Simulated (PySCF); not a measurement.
C$_{5}$H$_{9}$O$_{2}$ (SMILES CC(=O)C=C(C)[OH2+]), charge +1, singlet, geometry from GFN2-xTB. Base run: M062X/STO-3G (PySCF).

PySCF was given this input:
```python
from pyscf import gto, scf, dft

mol = gto.Mole()
mol.atom = '''
    C     2.644581   -0.070071   -0.504247
    C     1.277715   -0.514308   -0.109717
    O     0.975004   -1.634554    0.193519
    C     0.263087    0.612178   -0.122362
    C    -1.021318    0.413757    0.100478
    C    -1.787907   -0.796792    0.404815
    O    -1.943103    1.608213   -0.017020
    H     3.008700    0.683759    0.192380
    H     2.623234    0.375016   -1.497820
    H     3.322873   -0.918754   -0.502056
    H     0.661898    1.590415   -0.347409
    H    -2.572270   -0.958897   -0.334428
    H    -2.241943   -0.747171    1.395130
    H    -1.104573   -1.647875    0.387818
    H    -1.485327    2.465785    0.112649
    H    -2.724741    1.499867    0.567944
'''
mol.basis = 'sto-3g'
mol.charge = 1
mol.spin = 0
mol.verbose = 4
mol.build()

mf = dft.RKS(mol)
mf.xc = 'm062x'
mf.kernel()
```

The base run was repeated with changes; each row names its change, and settings that it needs were set with it.

| change | ΔE vs base (mEh) | fitting functions |
|---|---|---|
| base | 0.000 | - |
| auxbasis = even-tempered beta=2.0 | -4.641 | 395 |
| auxbasis = even-tempered beta=1.6 | -4.371 | 553 |
| auxbasis = autoaux | -4.704 | 525 |
| exchange = seminumerical (SGX) (with mf = sgx.sgx_fit(mf, auxbasis='def2-universal-jfit'); with mf.with_df.dfj = True) | -3.558 | 442 |
| only_dfj = on; auxbasis = def2-universal-jfit | -3.563 | 442 |
| auxbasis = cc-pvtz-ri | -1.428 | 837 |
| auxbasis = even-tempered beta=3.0 | … | … |
| auxbasis = cc-pvtz-jkfit | … | … |
| auxbasis = def2-tzvp-ri | … | … |

Problem. What belongs in the gaps?

Solution. 
- auxbasis = even-tempered beta=3.0, ΔE vs base (mEh): -10.406
- auxbasis = even-tempered beta=3.0, fitting functions: 258
- auxbasis = cc-pvtz-jkfit, ΔE vs base (mEh): -0.159
- auxbasis = cc-pvtz-jkfit, fitting functions: 823
- auxbasis = def2-tzvp-ri, ΔE vs base (mEh): -1.212
- auxbasis = def2-tzvp-ri, fitting functions: 667

A fitting set is made for a task (jfit for Coulomb, jkfit for Coulomb and exchange, ri for correlation) and for a family of orbital bases.
